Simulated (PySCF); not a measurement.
# Reading the logs of faulty runs: AlCClH5Si

All numbers below are calculated, not measured. They come from PySCF 2.14.0, an open-source quantum chemistry program, on an isolated molecule that a program drew, which may never have been made. The molecule is AlCClH5Si (charge 0, doublet), drawn as the SMILES string `[SiH3][CH2][Al][Cl]`.

Each row is a Hartree-Fock (HF) and frozen-core CCSD(T) single point in the cc-pV(D+d)Z basis, meant for a local HF minimum. Run 1 is clean. Each other run has one planted mistake out of seven kinds, and not every kind appears here: one electron removed, one electron added, multiplicity raised by two, geometry at a saddle point, minimal basis STO-3G, one bond length entered in bohr, all coordinates scaled. The reference is restricted for singlets and unrestricted otherwise, and also for a bond in bohr. Adding or removing an electron swaps singlet and doublet. Electrons count all cores. HOMO and LUMO are orbital energies over both spins, the gradient is its largest component, and the lowest frequency (negative if imaginary) is given only where the gradient is small. Bond lengths are over the 8 bonds as drawn. T1 is the CCSD diagnostic: over 0.02 (restricted) or 0.045 (unrestricted) a single reference is doubtful.

Geometry of the clean run:
```xyz
9
AlCClH5Si, angstrom
Si   -0.8668    1.0233   -2.0644
C     0.5435   -0.0567   -1.4406
Al    0.1142   -1.9059   -0.9204
Cl   -0.8184   -2.1753    0.9829
H    -1.9135    1.1666   -1.0251
H    -1.4885    0.4089   -3.2650
H    -0.3834    2.3745   -2.4374
H     0.9755    0.4282   -0.5544
H     1.3209   -0.0817   -2.2141
```

| run | electrons | basis functions | <S^2> | HOMO (eV) | LUMO (eV) | gradient (hartree/bohr) | lowest frequency (cm^-1) | mean bond (Å) | longest bond (Å) | T1 | HF (hartree) | CCSD(T) (hartree) | mistake |
|---|---|---|---|---|---|---|---|---|---|---|---|---|---|
| 1 | 55 | 108 | 0.755 | -8.54 | 0.78 | 2.3e-05 | 28 | 1.5791 | 2.136 | 0.0131 | -1031.19748 | -1031.69334 | no fault |
| 2 | 56 | 108 | 0.000 | -0.86 | 6.50 | 4.5e-02 | - | 1.5791 | 2.136 | 0.0132 | -1031.19685 | -1031.72593 | one electron added |
| 3 | 55 | 108 | 0.753 | -8.17 | 1.22 | 5.5e-02 | - | 1.4654 | 1.983 | 0.0119 | -1031.15067 | -1031.64252 | all coordinates scaled |
| 4 | 55 | 37 | 0.757 | -5.75 | 5.84 | 2.8e-02 | - | 1.5791 | 2.136 | 0.0086 | -1019.58227 | -1019.73852 | ? |

**Which mistake was planted in run 4, and what did it cost?**

It has 37 basis functions where the clean run has 108, with the same electrons and geometry. So the mistake is: minimal basis STO-3G. Subtracting run 1 and multiplying by 627.51 kcal/mol a hartree, the energy moved by 7288.7 kcal/mol in HF and 7501.8 kcal/mol in CCSD(T).

